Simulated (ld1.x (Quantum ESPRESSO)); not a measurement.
## Building the RRKJ potential for Cu (Z = 29) (LDA (PZ), scalar-relativistic).

The input file (ld1.x (Quantum ESPRESSO) 7.5):

```
&input
   title='Cu', zed=29., rel=1, dft='PZ', iswitch=3,
   config='[Ar] 3d10 4s0.5 4p0.5',
   nld=3, rlderiv=1.75, eminld=-10.0, emaxld=5.0, deld=0.04
 /
 &inputp
   pseudotype=2, tm=.false., lloc=2,
   nlcc=.true., rcore=0.40,
   file_pseudopw='Cu.UPF', file_wfcaegen='ae.wfc', file_wfcncgen='nc.wfc', file_beta='beta', file_chi='chi'
 /
3
3S  1  0   2.00   0.00  1.00  1.00  0.0
3P  2  1   6.00   0.00  0.75  0.75  0.0
3D  3  2  10.00   0.00  1.60  1.60  0.0
 &test
   configts(1)='3s2 3p6 3d10 4s0.5 4p0.5'
 /
```

Command:

```bash
ld1.x < Cu.in > Cu.out
```

Resulting log (shortened: banner, matrices, multipoles, cross overlaps and the repeated all-electron block are left out):

```
Program LD1 v.7.5
     --------------------------- All-electron run ----------------------------

     Cu
     scalar relativistic calculation

     atomic number is 29.00
     dft =PZ   lsd =0 sic =0 latt =0  beta=0.20 tr2=1.0E-14
     Exchange-correlation= PZ
                           (   1   1   0   0   0   0   0)
     mesh =1199 r(mesh) = 100.25372 a.u. xmin = -7.00 dx = 0.01250
     1 Ry =  13.60569312 eV, c = 137.03599908

     n l     nl                  e(Ry)          e(Ha)          e(eV)
     1 0     1S 1( 2.00)      -649.3238      -324.6619     -8834.5007
     2 0     2S 1( 2.00)       -78.0153       -39.0076     -1061.4516
     2 1     2P 1( 6.00)       -67.4344       -33.7172      -917.4916
     3 0     3S 1( 2.00)        -8.4725        -4.2362      -115.2736
     3 1     3P 1( 6.00)        -5.3773        -2.6887       -73.1625
     3 2     3D 1(10.00)        -0.4734        -0.2367        -6.4408
     4 0     4S 1( 0.50)        -0.4163        -0.2082        -5.6644
     4 1     4P 1( 0.50)        -0.1035        -0.0518        -1.4087

     final scf error:  6.8E-15 reached in  32 iterations

     Etot =   -3304.365520 Ry,   -1652.182760 Ha,  -44958.183237 eV

     Ekin =    3352.137940 Ry,    1676.068970 Ha,   45608.160122 eV
     Encl =   -7959.707624 Ry,   -3979.853812 Ha, -108297.339276 eV
     Eh   =    1432.933706 Ry,     716.466853 Ha,   19496.056273 eV
     Exc  =    -129.729543 Ry,     -64.864772 Ha,   -1765.060357 eV

     normalization and overlap integrals

     s(1S/1S) =  1.000000  <r> =   0.0522  <r2> =    0.0037  r(max) =   0.0341
     s(2S/2S) =  1.000000  <r> =   0.2357  <r2> =    0.0655  r(max) =   0.1960
     s(2P/2P) =  1.000000  <r> =   0.2066  <r2> =    0.0524  r(max) =   0.1585
     s(3S/3S) =  1.000000  <r> =   0.7135  <r2> =    0.5893  r(max) =   0.6112
     s(3P/3P) =  1.000000  <r> =   0.7505  <r2> =    0.6676  r(max) =   0.6189
     s(3D/3D) =  1.000000  <r> =   1.0380  <r2> =    1.5294  r(max) =   0.6036
     s(4S/4S) =  1.000000  <r> =   2.8383  <r2> =    9.4943  r(max) =   2.2149
     s(4P/4P) =  1.000000  <r> =   4.6718  <r2> =   26.7737  r(max) =   3.3879

     ------------------------ End of All-electron run ------------------------

     --------------------- Generating NC pseudopotential ---------------------

      Generating local pot.: lloc=2, matching radius rcloc =   1.6000

      Computing core charge for nlcc:

       r > 0.40 : true rho core
       r < 0.40 : rho core = a sin(br)/r    a=  29.70  b=   6.69

      Integrated core pseudo-charge :   3.27

      Wfc   3S  rcut= 1.008  Estimated cut-off energy=      129.29 Ry
      This function has    0 nodes for 0 < r <    1.008

      Wfc   3P  rcut= 0.747  Estimated cut-off energy=      316.25 Ry
      This function has    0 nodes for 0 < r <    0.747

     ------------------- End of pseudopotential generation -------------------

     Computing logarithmic derivative in   1.75764

       Warning: n=1, l=0 expected 0 nodes, found 1
       Setting wfc to zero for this iteration
       (This warning will only be printed once per wavefunction)

       Warning: n=2, l=1 expected 0 nodes, found 1
       Setting wfc to zero for this iteration
       (This warning will only be printed once per wavefunction)

       Warning: n=2, l=0 expected 1 nodes, found 2
       Setting wfc to zero for this iteration
       (This warning will only be printed once per wavefunction)

     Computing logarithmic derivative in   1.75764
     Computing the partial wave expansion
     R is outside the sphere for l=    0 j= 0.00
     R is outside the sphere for l=    1 j= 0.00
       no projector for channel:   2

     ---------------------- Testing the pseudopotential ----------------------

     Cu
     scalar relativistic calculation

     atomic number is 29.00   valence charge is 19.00
     dft =PZ   lsd =0 sic =0 latt =0  beta=0.20 tr2=1.0E-14
     mesh =1199 r(mesh) = 100.25372 xmin = -7.00 dx = 0.01250

     n l     nl             e AE (Ry)        e PS (Ry)    De AE-PS (Ry)
     1 0     3S   1( 2.00)       -8.47246       -8.47245       -0.00000
     2 1     3P   1( 6.00)       -5.37734       -5.37734       -0.00000
     3 2     3D   1(10.00)       -0.47339       -0.47339        0.00000
     2 0     4S   1( 0.50)       -0.41633       -0.39598       -0.02035  !
     3 1     4P   1( 0.50)       -0.10354       -0.09075       -0.01279  !

     eps = 6.9E-15  iter = 43

     Etot =   -3304.365520 Ry,   -1652.182760 Ha,  -44958.183237 eV
     Etotps =  -387.466284 Ry,    -193.733142 Ha,   -5271.747358 eV

     Ekin =     197.329336 Ry,      98.664668 Ha,    2684.802389 eV
     Encl =    -925.449438 Ry,    -462.724719 Ha,  -12591.381050 eV
     Ehrt =     336.921307 Ry,     168.460653 Ha,    4584.047909 eV
     Ecxc =     -45.100376 Ry,     -22.550188 Ha,    -613.621870 eV
     (Ecc =      -6.765079 Ry,      -3.382540 Ha,     -92.043590 eV)
     Epseu=      48.832886 Ry,      24.416443 Ha,     664.405265 eV

     ---------------------- End of pseudopotential test ----------------------
```

The potential misses its own reference levels by up to 0.3 eV. ld1.x takes every shell without a wave as core, so the model core holds the 4p, 4s electrons as well and exchange and correlation see them twice. This cancels in the reference configuration, but the file is broken for other ones, and its errors say nothing about a proper core correction.

Generation and configuration tests took about 3.2 s on one core of a shared server CPU.

Transferability test of the new file with ld1.x, input:

```
&input
   title='Cu', zed=29., rel=1, dft='PZ', iswitch=2,
   config='[Ar] 3d10 4s0.5 4p0.5'
 /
 &test
   file_pseudo='Cu.UPF', nconf=10,
   configts(1)='3s2 3p6 3d10 4s0.5 4p0.5',
   configts(2)='3s2 3p6 3d10 4s1 4p0',
   configts(3)='3s2 3p6 3d10 4s0 4p0',
   configts(4)='3s2 3p6 3d9 4s0 4p0',
   configts(5)='3s2 3p6 3d7 4s0 4p0',
   configts(6)='3s1 3p6 3d10 4s1 4p0',
   configts(7)='3s2 3p6 3d10 4s0.5 4p0',
   configts(8)='3s2 3p6 3d9 4s1 4p1',
   configts(9)='3s2 3p6 3d10 4s0.5 4p0.5', lsdts(9)=1,
   configts(10)='3s2 3p6 3d10 4s1 4p0', lsdts(10)=1
 /
```

```bash
ld1.x < Cu.test.in > Cu.test.out
```

Pseudopotential blocks of its output, shortened (energy terms left out; the distinct warnings before each block abridged to one line each):

```
     Warning: n=1, l=0 expected 0 nodes, found 1
     Warning: n=2, l=0 expected 1 nodes, found 2
     Warning: n=2, l=1 expected 0 nodes, found 1
     ---------------------- Testing the pseudopotential ----------------------

     n l     nl             e AE (Ry)        e PS (Ry)    De AE-PS (Ry)
     1 0     3S   1( 2.00)       -8.47246       -8.47245       -0.00000
     2 1     3P   1( 6.00)       -5.37734       -5.37734       -0.00000
     3 2     3D   1(10.00)       -0.47339       -0.47339        0.00000
     2 0     4S   1( 0.50)       -0.41633       -0.39598       -0.02035  !
     3 1     4P   1( 0.50)       -0.10354       -0.09075       -0.01279  !

     eps = 2.4E-15  iter = 36

     Etot =   -3304.365520 Ry,   -1652.182760 Ha,  -44958.183237 eV
     Etotps =  -387.466284 Ry,    -193.733142 Ha,   -5271.747357 eV

     ---------------------- End of pseudopotential test ----------------------

          Warning: n=3, l=2 expected 0 nodes, found 1
     ---------------------- Testing the pseudopotential ----------------------

     n l     nl             e AE (Ry)        e PS (Ry)    De AE-PS (Ry)
     1 0     3S   1( 2.00)       -8.38991       -8.38098       -0.00893  !
     2 1     3P   1( 6.00)       -5.29424       -5.28605       -0.00820  !
     3 2     3D   1(10.00)       -0.39133       -0.38392       -0.00741  !
     2 0     4S   1( 1.00)       -0.35756       -0.33337       -0.02419  !
     3 1     4P   1( 0.00)       -0.05769       -0.05267       -0.00502  !

     eps = 8.0E-15  iter = 34

     Etot =   -3304.518170 Ry,   -1652.259085 Ha,  -44960.260135 eV
     Etotps =  -387.612856 Ry,    -193.806428 Ha,   -5273.741563 eV
     dEtot_ae =      -0.152649 Ry
     dEtot_ps =      -0.146571 Ry,   Delta E=      -0.006078 Ry

     ---------------------- End of pseudopotential test ----------------------

          ---------------------- Testing the pseudopotential ----------------------

     n l     nl             e AE (Ry)        e PS (Ry)    De AE-PS (Ry)
     1 0     3S   1( 2.00)       -9.02829       -9.02666       -0.00163
     2 1     3P   1( 6.00)       -5.93481       -5.93185       -0.00296
     3 2     3D   1(10.00)       -1.02947       -1.02605       -0.00342
     2 0     4S   1( 0.00)       -0.89362       -0.88045       -0.01317  !
     3 1     4P   1( 0.00)       -0.48749       -0.48744       -0.00005

     eps = 6.0E-15  iter = 23

     Etot =   -3303.898252 Ry,   -1651.949126 Ha,  -44951.825730 eV
     Etotps =  -387.013798 Ry,    -193.506899 Ha,   -5265.590971 eV
     dEtot_ae =       0.467268 Ry
     dEtot_ps =       0.452486 Ry,   Delta E=       0.014782 Ry

     ---------------------- End of pseudopotential test ----------------------

          ---------------------- Testing the pseudopotential ----------------------

     n l     nl             e AE (Ry)        e PS (Ry)    De AE-PS (Ry)
     1 0     3S   1( 2.00)      -10.27453      -10.29281        0.01828  !
     2 1     3P   1( 6.00)       -7.17126       -7.18770        0.01645  !
     3 2     3D   1( 9.00)       -2.20362       -2.21002        0.00640  !
     2 0     4S   1( 0.00)       -1.65738       -1.66887        0.01149  !
     3 1     4P   1( 0.00)       -1.13097       -1.11653       -0.01444  !

     eps = 7.5E-15  iter = 21

     Etot =   -3302.304289 Ry,   -1651.152145 Ha,  -44930.138757 eV
     Etotps =  -385.418345 Ry,    -192.709172 Ha,   -5243.883721 eV
     dEtot_ae =       2.061231 Ry
     dEtot_ps =       2.047939 Ry,   Delta E=       0.013292 Ry

     ---------------------- End of pseudopotential test ----------------------

          ---------------------- Testing the pseudopotential ----------------------

     n l     nl             e AE (Ry)        e PS (Ry)    De AE-PS (Ry)
     1 0     3S   1( 2.00)      -13.46616      -13.51517        0.04900  !
     2 1     3P   1( 6.00)      -10.32851      -10.37443        0.04592  !
     3 2     3D   1( 7.00)       -5.23669       -5.22181       -0.01488  !
     2 0     4S   1( 0.00)       -3.53710       -3.72943        0.19233  !
     3 1     4P   1( 0.00)       -2.80922       -2.74037       -0.06886  !

     eps = 3.7E-15  iter = 20

     Etot =   -3294.998900 Ry,   -1647.499450 Ha,  -44830.743872 eV
     Etotps =  -378.103672 Ry,    -189.051836 Ha,   -5144.362536 eV
     dEtot_ae =       9.366621 Ry
     dEtot_ps =       9.362612 Ry,   Delta E=       0.004009 Ry

     ---------------------- End of pseudopotential test ----------------------

          ---------------------- Testing the pseudopotential ----------------------

     n l     nl             e AE (Ry)        e PS (Ry)    De AE-PS (Ry)
     1 0     3S   1( 1.00)       -9.56788       -9.59767        0.02979  !
     2 1     3P   1( 6.00)       -6.46102       -6.48181        0.02078  !
     3 2     3D   1(10.00)       -1.48135       -1.47283       -0.00851  !
     2 0     4S   1( 1.00)       -1.03068       -1.01579       -0.01489  !
     3 1     4P   1( 0.00)       -0.58330       -0.54926       -0.03404  !

     eps = 2.3E-15  iter = 22

     Etot =   -3295.571326 Ry,   -1647.785663 Ha,  -44838.532131 eV
     Etotps =  -378.653814 Ry,    -189.326907 Ha,   -5151.847599 eV
     dEtot_ae =       8.794194 Ry
     dEtot_ps =       8.812470 Ry,   Delta E=      -0.018276 Ry

     ---------------------- End of pseudopotential test ----------------------

          ---------------------- Testing the pseudopotential ----------------------

     n l     nl             e AE (Ry)        e PS (Ry)    De AE-PS (Ry)
     1 0     3S   1( 2.00)       -8.69369       -8.68606       -0.00764  !
     2 1     3P   1( 6.00)       -5.59907       -5.59133       -0.00774  !
     3 2     3D   1(10.00)       -0.69563       -0.68831       -0.00733  !
     2 0     4S   1( 0.50)       -0.61713       -0.59515       -0.02198  !
     3 1     4P   1( 0.00)       -0.26113       -0.25383       -0.00730  !

     eps = 6.2E-15  iter = 36

     Etot =   -3304.275454 Ry,   -1652.137727 Ha,  -44956.957823 eV
     Etotps =  -387.381836 Ry,    -193.690918 Ha,   -5270.598378 eV
     dEtot_ae =       0.090066 Ry
     dEtot_ps =       0.084448 Ry,   Delta E=       0.005618 Ry

     ---------------------- End of pseudopotential test ----------------------

          ---------------------- Testing the pseudopotential ----------------------

     n l     nl             e AE (Ry)        e PS (Ry)    De AE-PS (Ry)
     1 0     3S   1( 2.00)       -8.92991       -8.94634        0.01643  !
     2 1     3P   1( 6.00)       -5.82548       -5.84358        0.01809  !
     3 2     3D   1( 9.00)       -0.86955       -0.88147        0.01192  !
     2 0     4S   1( 1.00)       -0.54219       -0.53051       -0.01169  !
     3 1     4P   1( 1.00)       -0.16621       -0.14371       -0.02251  !

     eps = 5.6E-15  iter = 25

     Etot =   -3304.008496 Ry,   -1652.004248 Ha,  -44953.325676 eV
     Etotps =  -387.085452 Ry,    -193.542726 Ha,   -5266.565874 eV
     dEtot_ae =       0.357024 Ry
     dEtot_ps =       0.380832 Ry,   Delta E=      -0.023808 Ry

     ---------------------- End of pseudopotential test ----------------------

          BEWARE! Errors in PS-KS equations
     Warning: n=3, l=1 expected 1 nodes, found 3
     ---------------------- Testing the pseudopotential ----------------------

     n l     nl             e AE (Ry)        e PS (Ry)    De AE-PS (Ry)
     1 0     3S   1( 1.00)       -8.46431       -4.18203       -4.28228  !
     2 1     3P   1( 3.00)       -5.36961       -1.75037       -3.61924  !
     3 2     3D   1( 5.00)       -0.46981       -0.00000       -0.46981  !
     2 0     4S   1( 0.50)       -0.43253       -0.26787       -0.16466  !
     3 1     4P   1( 0.50)       -0.11655       -0.08572       -0.03083  !
     1 0     3S   2( 1.00)       -8.46593       -4.14760       -4.31833  !
     2 1     3P   2( 3.00)       -5.37043       -1.75035       -3.62008  !
     3 2     3D   2( 5.00)       -0.46232       -0.00000       -0.46232  !
     2 0     4S   2( 0.00)       -0.38393       -0.38393        0.00000
     3 1     4P   2( 0.00)       -0.07554       -0.07554        0.00000

     eps = 5.0E-15  iter = 60

     Etot =   -3304.376169 Ry,   -1652.188085 Ha,  -44958.328120 eV
     Etotps =   -68.101597 Ry,     -34.050798 Ha,    -926.569427 eV
     dEtot_ae =      -0.010649 Ry
     dEtot_ps =     319.364687 Ry,   Delta E=    -319.375336 Ry

     ---------------------- End of pseudopotential test ----------------------

          ---------------------- Testing the pseudopotential ----------------------

     n l     nl             e AE (Ry)        e PS (Ry)    De AE-PS (Ry)
     1 0     3S   1( 1.00)       -8.38455       -8.37791       -0.00664  !
     2 1     3P   1( 3.00)       -5.28949       -5.28317       -0.00631  !
     3 2     3D   1( 5.00)       -0.39215       -0.38504       -0.00710  !
     2 0     4S   1( 1.00)       -0.37955       -0.35115       -0.02839  !
     3 1     4P   1( 0.00)       -0.07165       -0.06206       -0.00958  !
     1 0     3S   2( 1.00)       -8.38607       -8.37689       -0.00917  !
     2 1     3P   2( 3.00)       -5.28985       -5.28178       -0.00807  !
     3 2     3D   2( 5.00)       -0.38135       -0.37564       -0.00571  !
     2 0     4S   2( 0.00)       -0.32405       -0.30823       -0.01582  !
     3 1     4P   2( 0.00)       -0.03555       -0.04023        0.00467

     eps = 6.5E-15  iter = 30

     Etot =   -3304.531666 Ry,   -1652.265833 Ha,  -44960.443764 eV
     Etotps =  -387.623501 Ry,    -193.811750 Ha,   -5273.886396 eV
     dEtot_ae =      -0.166146 Ry
     dEtot_ps =      -0.157216 Ry,   Delta E=      -0.008929 Ry

     ---------------------- End of pseudopotential test ----------------------
```
